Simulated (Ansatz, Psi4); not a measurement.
Input for Ansatz (a quantum-chemistry and plane-wave program):
Ansatz 0.2 input:
```yaml
crystal:
  periodic: [false, false, false]
  atoms:
    - {symbol: Cs, position_ang: [-1.12140000, -0.79660000, -0.95550000]}
    - {symbol: I, position_ang: [1.12140000, 0.79660000, 0.95550000]}
basis:
  gaussian:
    orbitals: def2-SVP
hamiltonian:
  xc: pbe
total_charge: -1
magnetization: {spin_polarized: true, initial_magnetization: 1}
accuracy: high
```

Question: Give the equivalent Psi4 input.

Answer: Several could match; the one computed here: 
```
memory 2 GB

molecule {
-1 2
  Cs   -1.12140000   -0.79660000   -0.95550000
  I     1.12140000    0.79660000    0.95550000
}

set basis def2-svp
set reference uks
set scf_type pk
set puream true
set d_convergence 1e-8
set dft_radial_points 99
set dft_spherical_points 590

energy('pbe')
print_variables()
```

Both were run: Ansatz gave -317.951734 Eh and Psi4 -317.951734 Eh, 0.000 mEh apart.
